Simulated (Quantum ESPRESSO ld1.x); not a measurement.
Results of a calculation; reference values are marked as such.
Numerical settings for neutral strontium, [Kr] 5s2. Level of theory: non-relativistic Kohn-Sham, LDA (Slater exchange, VWN5 correlation), spin-polarised, spherical densities, point nucleus; relativity is left out, which matters for an element this heavy (ld1.x of Quantum ESPRESSO 7.5). With the defaults (dx = 0.008, xmin = -7.0, rmax = 100, beta = 0.2, tr2 = 1e-14) the mesh has 1907 points, the cycle takes 22 iterations, E = -3129.453162 hartree and the 5s up eigenvalue is -0.1318 hartree. The mesh is r = exp(xmin + i dx)/Z up to rmax; beta is the mixing and tr2 the threshold. One setting is changed at a time.

change       mesh points  iterations  change of E (mhartree)  change of e(5s) (mhartree)
dx = 0.08            191          20                  -2.182                        0.0
dx = 0.04            383          19                  -0.133                        0.0
xmin = -4           1531          28                  0.000                        0.0
xmin = -5           1657          25                  +0.001                        0.0
rmax = 30           1755          22                  0.000                        0.0
rmax = 8            1591          34                  -8.390                        -0.5
beta = 1            1907          11                  +0.001                        0.0
beta = 0.05         1907          35                  -0.001                        0.0
tr2 = 1e-06         1907           9                  -2.197                        -0.1
tr2 = 1e-10         1907          14                  +0.089                        0.0
